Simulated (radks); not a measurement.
Results of a calculation; reference values are marked as such.
These are the eigenvalues of the occupied orbitals of an atom or ion with whole-number occupations (eV). Code: a radial shooting solver on a logarithmic mesh with Libxc functionals. Model: Dirac Kohn-Sham, PBE, spin-unpolarised, spherical densities, finite nucleus; Fermi nuclear charge, rms radius of each element as measured or else 0.836 A^(1/3) + 0.57 fm.

| orbital | eigenvalue |
|---|---|
| 1s1/2 | -44980.18 |
| 2s1/2 | -7314.679 |
| 2p1/2 | -6927.458 |
| 2p3/2 | -6367.230 |
| 3s1/2 | -1599.408 |
| 3p1/2 | -1433.327 |
| 3p3/2 | -1320.676 |
| 3d3/2 | -1031.963 |
| 3d5/2 | -1007.550 |
| 4s1/2 | -322.6046 |
| 4p1/2 | -259.4155 |
| 4p3/2 | -234.8483 |
| 4d3/2 | -130.9264 |
| 4d5/2 | -126.5621 |
| 5s1/2 | -47.7944 |
| 5p1/2 | -30.9519 |
| 5p3/2 | -27.6834 |
| 6s1/2 | -8.2996 |
| 4f5/2 | -8.2441 |

Which element is it, and in what charge state? The configuration may be excited. Open shells, if any, fill j = l - 1/2 first.

Answer. Z = 61, promethium, charge +1: Pm+ in [Xe] 4f5 6s1. The list shows which subshells hold electrons but not how many an open one holds; the 1s level, -1653 hartree, gives Z - s = 57.5 by -(Z - s)^2/2, which with screening and relativity narrows Z to a few neighbours, and the depths of the outer levels then fix element, charge and occupations together.
